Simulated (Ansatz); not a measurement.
Reaction (substitution at a C–Si bond): `O[SiH](F)CCl` + H–F → `FCCl` + `O[SiH2]F`

Gas-phase electronic energies from Ansatz, PBE0-D4/def2-TZVP geometries. CBS: MP2 limit from def2 TZ/QZ plus the TZ coupled-cluster correction, frozen cores. This one scheme is used for every species. Functionals use def2-TZVPP. HSE06 is defined as in plane-wave codes. Each species was taken in one conformer, which may not be the lowest.

`O[SiH](F)CCl`:

```xyz
9

O     1.762   -0.527   -0.087
Si    0.316   -0.465    0.652
F    -0.404   -1.886    0.641
C    -0.829    0.727   -0.230
Cl   -0.754    0.405   -1.990
H     1.757   -0.548   -1.047
H     0.552   -0.086    2.058
H    -0.532    1.765   -0.076
H    -1.869    0.614    0.080
```

H–F:

```xyz
2

F    -0.203   -0.119    0.395
H     0.203    0.119   -0.395
```

`FCCl`:

Z-matrix (Å, degrees):
```
C
F 1 1.355
Cl 1 1.766 2 110.5
H 1 1.089 2 109.3 3 -118.4
H 1 1.089 2 109.3 3 118.4
```

`O[SiH2]F`:

```xyz
6

O    -0.145    0.999   -0.775
Si    0.071   -0.383    0.062
F    -1.222   -0.731    0.931
H    -0.150    1.833   -0.304
H     0.255   -1.449   -0.939
H     1.191   -0.269    1.025
```

```json
{"level": "HSE06-D4", "ΔE (kcal/mol)": "19.7"}
{"level": "BHLYP-D4", "ΔE (kcal/mol)": "18.6"}
{"level": "BLYP", "ΔE (kcal/mol)": "13.9"}
{"level": "r2SCAN", "ΔE (kcal/mol)": "18.1"}
```

**Question.** What does CCSD(T)/CBS give? (Estimate.)

**Answer.** Computed: +21.6 kcal/mol. The listed levels differ from it by -1.9, -3.0, -7.7, -3.5 kcal/mol.

Largest T1 diagnostic among the species: 0.011.

The D4 term adds +2.7 kcal/mol with B3LYP and +1.5 kcal/mol with PBE0; it sums over pairs of atoms, weighted by their polarisabilities, and B3LYP, whose exchange is more repulsive, gets the larger term. In def2-TZVPP, CCSD(T) changes the Hartree–Fock value by +6.0 kcal/mol (the triples alone add +0.5 kcal/mol) and MP2 by +8.0 kcal/mol.

B3LYP here is the variant with VWN-RPA as its local correlation; programs differ in this.
